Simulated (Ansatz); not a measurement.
`[SiH3][SiH]1BO1` + H₂Se → `[SeH][SiH]1BO1` + SiH₄ at 400 K and 1 bar (cleavage of the Si–Si bond).

Gas-phase electronic energies from Ansatz, PBE0-D4/def2-TZVP geometries. CCSD(T)/CBS adds triple-zeta CCSD(T) − MP2 to the extrapolated MP2 energy (def2 sets, frozen cores). This one scheme is used for every species. For Se outer-core shells are correlated without core-valence functions, which leaves a few kJ/mol of doubt a bond. Scalar relativity is left out up to krypton. Each species was taken in one conformer, which may not be the lowest.

| species | CCSD(T)/CBS energy (Eh) | H − E (kJ/mol) | S (J/(mol·K)) |
| --- | --- | --- | --- |
| `[SiH3][SiH]1BO1` | -681.13719 | 161.5 | 361.9 |
| H₂Se | -2401.89790 | 49.4 | 229.5 |
| `[SeH][SiH]1BO1` | -2791.59801 | 115.3 | 350.1 |
| SiH₄ | -291.46306 | 96.9 | 218.6 |

H − E and S are ideal-gas, rigid-rotor, harmonic terms from PBE0-D4/def2-TZVP, for one conformer and one mirror image of each species. 1 Eh = 2625.50 kJ/mol, R = 8.31446 J/(mol·K).

**Question.** By hand: ΔE, ΔH, ΔS and ΔG.

**Answer.** ΔE = (-2791.59801) + (-291.46306) − (-681.13719) − (-2401.89790) = -0.02598 Eh = -68.2 kJ/mol. Δ(H − E) = 115.3 + 96.9 − 161.5 − 49.4 = 1.3, so ΔH = -66.9 kJ/mol. ΔS = 350.1 + 218.6 − 361.9 − 229.5 = -22.7 J/(mol·K). ΔG = -66.9 − 400 × (-22.7)/1000 = -57.8 kJ/mol.

**Question.** By hand: the equilibrium constant, and the temperature at which ΔG would vanish if ΔH and ΔS stayed fixed.

**Answer.** log₁₀ K = −ΔG/(RT ln 10) = 7.5. ΔG = 0 at ΔH/ΔS = 2947 K, far beyond where these terms or the molecules hold.

ΔH outweighs TΔS. A doubt of 5 kJ/mol in ΔE shifts log₁₀ K by 0.7 here. Other conformers and mirror images would add mixing entropy, several J/(mol·K) or more a flexible species. These are equilibria of isolated gas molecules and say nothing of rates. Largest T1 diagnostic: 0.017 (customary marks: 0.02 for closed shells, 0.045 for open ones).
